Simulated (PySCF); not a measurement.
C3H8O2Si.

```xyz
14

O     -1.5164     0.0891     1.1392
C     -1.1961     0.2450    -0.2241
C     -0.1911     1.3941    -0.3038
O      1.0878     0.9358     0.0794
Si     1.2202    -0.7387     0.0210
C     -0.4840    -1.0077    -0.7529
H     -2.0082    -0.7319     1.2425
H     -2.0973     0.4931    -0.8204
H     -0.5114     2.2033     0.3714
H     -0.1605     1.7936    -1.3346
H      2.3609    -1.1499    -0.8487
H      1.4124    -1.3448     1.3700
H     -1.0209    -1.9311    -0.4863
H     -0.4014    -0.9788    -1.8524
```
Charge 0, spin multiplicity 1.

Geometry: PBE0-D3(BJ)/def2-SVP. The structure was generated by enumeration; whether it is a known compound was not checked. The values are those of a single conformer.

Computed with B3LYP/pcSseg-1 in PySCF. Non-relativistic, no solvent.

Computed absolute GIAO shielding of each atom: isotropic value and principal components (ppm):
```csv
atom,σ(iso),σ11,σ22,σ33,span
O1,254.2,185.6,272.3,304.7,119.2
C2,103.8,89.8,95.5,126.1,36.3
C3,102.0,72.2,97.8,136.2,64.0
O4,311.5,275.6,291.0,367.7,92.1
Si5,338.6,283.3,317.8,414.7,131.4
C6,155.4,136.0,147.8,182.6,46.6
H7,31.4,22.9,29.0,42.4,19.4
H8,27.1,22.7,26.3,32.2,9.5
H9,27.1,22.8,26.0,32.3,9.5
H10,27.7,23.0,26.4,33.7,10.6
H11,26.5,23.3,24.2,31.9,8.6
H12,26.4,23.6,23.7,31.9,8.3
H13,30.8,27.0,29.1,36.3,9.3
H14,30.3,26.4,26.9,37.5,11.1
```
